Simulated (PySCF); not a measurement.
HCl₂OTi (SMILES [OH][Ti+]([Cl])[Cl]), charge +1, singlet, geometry from GFN2-xTB (such geometries of metal compounds can be far from the true shape) (the multiplicity is a formal guess); PBE0/STO-3G run with PySCF.

Here is a job for PySCF.
```python
from pyscf import gto, scf, dft

mol = gto.Mole()
mol.atom = '''
    Ti    0.12390598    0.11494892    0.56608490
    Cl   -1.28243410   -1.29189440   -0.14479010
    Cl    0.22989792    1.49208641   -1.03198747
    O     1.59064046   -0.61057994    0.82154334
    H     2.44206012   -1.04750071    0.97900448
'''
mol.basis = 'sto-3g'
mol.charge = 1
mol.verbose = 4
mol.build()

mf = dft.RKS(mol)
mf.xc = 'pbe0'
mf.grids.atom_grid = (99, 590)
mf.grids.prune = None
mf.kernel()
```

The log (banner, timings and long lists left out):

```
PySCF version 2.14.0

[INPUT] verbose = 4
[INPUT] num. atoms = 5
[INPUT] num. electrons = 64
[INPUT] charge = 1
[INPUT] spin (= nelec alpha-beta = 2S) = 0
[INPUT] symmetry False subgroup None
[INPUT] Mole.unit = angstrom
[INPUT] Symbol           X                Y                Z      unit          X                Y                Z       unit  Magmom
[INPUT]  1 Ti     0.123905980000   0.114948920000   0.566084900000 AA    0.234148367396   0.217221977115   1.069745424252 Bohr   0.0
[INPUT]  2 Cl    -1.282434100000  -1.291894400000  -0.144790100000 AA   -2.423449221803  -2.441326597859  -0.273613634548 Bohr   0.0
[INPUT]  3 Cl     0.229897920000   1.492086410000  -1.031987470000 AA    0.434444105407   2.819634669085  -1.950173682283 Bohr   0.0
[INPUT]  4 O      1.590640460000  -0.610579940000   0.821543340000 AA    3.005874832052  -1.153828863753   1.552491912060 Bohr   0.0
[INPUT]  5 H      2.442060120000  -1.047500710000   0.979004480000 AA    4.614824806522  -1.979489457187   1.850050341922 Bohr   0.0

nuclear repulsion = 349.765711996021
number of shells = 22
number of NR pGTOs = 126
number of NR cGTOs = 42
basis = sto-3g
ecp = {}

******** <class 'pyscf.dft.rks.RKS'> ********
method = RKS
initial guess = minao
damping factor = 0
level_shift factor = 0
DIIS = <class 'pyscf.scf.diis.CDIIS'>
diis_start_cycle = 1
diis_space = 8
diis_damp = 0
SCF conv_tol = 1e-09
SCF conv_tol_grad = None
SCF max_cycles = 50
direct_scf = True
direct_scf_tol = 1e-13
XC library pyscf.dft.libxc version 7.1.2
    S. Lehtola, C. Steigemann, M. J. T. Oliveira, and M. A. L. Marques,  SoftwareX 7, 1–5 (2018)
XC functionals = pbe0
    C. Adamo and V. Barone,  J. Chem. Phys. 110, 6158 (1999)
    M. Ernzerhof and G. E. Scuseria,  J. Chem. Phys. 110, 5029 (1999)
radial grids:
    Treutler-Ahlrichs [JCP 102, 346 (1995); DOI:10.1063/1.469408] (M4) radial grids

becke partition: Becke, JCP 88, 2547 (1988); DOI:10.1063/1.454033
pruning grids: None
grids dens level: 3
symmetrized grids: False
atomic radii adjust function: <function treutler_atomic_radii_adjust>
User specified grid scheme (99, 590)
small_rho_cutoff = 0
Set gradient conv threshold to 3.16228e-05
Initial guess from minao.
tot grids = 292056
init E= -1824.51265519314
  HOMO = -0.522259799492665  LUMO = -0.197284819162444  gap/eV = 8.84302
cycle= 1 E= -1825.14994898148  delta_E= -0.637  |g|= 0.781  |ddm|= 3.31
  HOMO = -0.42638213557884  LUMO = -0.416695193286916  gap/eV = 0.26360
cycle= 2 E= -1820.93493181754  delta_E= 4.22  |g|= 3.91  |ddm|=  4.9
  HOMO = -0.471047758920557  LUMO = -0.261908950719721  gap/eV = 5.69096
cycle= 3 E= -1825.37638345183  delta_E= -4.44  |g|= 0.167  |ddm|= 4.22
  HOMO = -0.4717446544088  LUMO = -0.280540601865312  gap/eV = 5.20293
cycle= 4 E= -1825.38045300132  delta_E= -0.00407  |g|= 0.0998  |ddm|= 0.328
  HOMO = -0.481916641272134  LUMO = -0.269844625354481  gap/eV = 5.77077
cycle= 5 E= -1825.38439349345  delta_E= -0.00394  |g|= 0.0149  |ddm|= 0.17
  HOMO = -0.482172965805854  LUMO = -0.268884266643946  gap/eV = 5.80388
cycle= 6 E= -1825.38445245557  delta_E= -5.9e-05  |g|= 0.00325  |ddm|= 0.0158
  HOMO = -0.482419175664754  LUMO = -0.268541408578324  gap/eV = 5.81991
cycle= 7 E= -1825.38445595061  delta_E= -3.5e-06  |g|= 0.000215  |ddm|= 0.00408
  HOMO = -0.482456956441816  LUMO = -0.268542925695534  gap/eV = 5.82090
cycle= 8 E= -1825.38445596672  delta_E= -1.61e-08  |g|= 5.32e-05  |ddm|= 0.000368
  HOMO = -0.482454180279267  LUMO = -0.268536703882639  gap/eV = 5.82099
cycle= 9 E= -1825.38445596783  delta_E= -1.11e-09  |g|= 1.2e-05  |ddm|= 0.000113
  HOMO = -0.482453210833705  LUMO = -0.268535953810029  gap/eV = 5.82099
cycle= 10 E= -1825.38445596791  delta_E= -8.55e-11  |g|= 1.97e-06  |ddm|= 3.17e-05
  HOMO = -0.482453384351857  LUMO = -0.268536166070119  gap/eV = 5.82098
Extra cycle  E= -1825.38445596791  delta_E= 5.46e-12  |g|= 3.11e-06  |ddm|= 7.2e-06
converged SCF energy = -1825.38445596791
```
